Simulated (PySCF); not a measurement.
PySCF input file for CH3Si, SMILES [CH]=[SiH2], multiplicity 2, PBE0/pcH-1. Geometry: ωB97X-D3(BJ)/def2-TZVP. The isomer is the one that the SMILES or the coordinates give; other isomers of the formula were not compared.

```python
import numpy as np
from pyscf import gto, scf, dft
from pyscf.prop.hfc import uks as hfc
from pyscf.prop.gtensor import uks as gtensor

mol = gto.M(
    atom='''
    C     0.00000000   -0.00000000   -1.17900884
    Si   -0.00000000    0.00000000    0.48280027
    H     0.00000000   -0.00000000   -2.25172012
    H     0.00000000   -1.24032070    1.28328468
    H     0.00000000    1.24032070    1.28328467
    ''',
    basis='pcH-1',
    charge=0,
    spin=1,
    max_memory=1600,
    verbose=3,
)
mf = dft.UKS(mol, xc='pbe0')
mf.grids.level = 3
mf.conv_tol = 1e-10
mf.max_cycle = 100
mf.kernel()
fine, coarse = mf.grids, dft.Grids(mol).set(level=1).build(with_non0tab=True)
for _ in range(3):  # follow internal instabilities
    mf.grids = coarse
    mo, _, stable, _ = mf.stability(return_status=True, nroots=4)
    mf.grids = fine
    if stable:
        break
    mf.kernel(mf.make_rdm1(mo, mf.mo_occ))
A = hfc.HFC(mf).make_fcdip(mf.make_rdm1())  # Fermi contact and dipolar terms, MHz
print('atom   A(iso)/MHz   principal dipolar parts/MHz')
for i, a in enumerate(A):
    w = np.linalg.eigvalsh((a + a.T) / 2)
    print(f'{mol.atom_symbol(i):2s}{i + 1:3d} {w.mean():12.2f}', (w - w.mean()).round(2))
gt = gtensor.GTensor(mf)
gt.dia_soc2e, gt.para_soc2e, gt.so_eff_charge = None, None, True
gt.max_cycle_cphf = 60
g = gt.kernel()
```

It prints:

```

WARN: HOMO -0.221546588344151 >= LUMO -0.221546588344157

converged SCF energy = -329.074975157339  <S^2> = 0.78673911  2S+1 = 2.0364077
<class 'pyscf.dft.uks.UKS'> wavefunction is stable in the internal stability analysis
atom   A(iso)/MHz   principal dipolar parts/MHz
C   1        94.48 [-90.35 -46.4  136.75]
Si  2       115.45 [-19.85 -16.25  36.1 ]
H   3       -81.05 [-35.69  -7.36  43.05]
H   4        84.18 [-5.13 -1.32  6.46]
H   5        84.18 [-5.13 -1.32  6.46]
SOC(1e)/OZ [ 4.09359872e-04 -4.12971064e-05  2.88050859e-03]
free electron g 2.00231930436182
g-tensor total [2.00264975 2.00216326 2.00514434]
g-shift (ppt) [ 0.33044386 -0.15604929  2.82503257]
```

The calculation finished and met its thresholds.
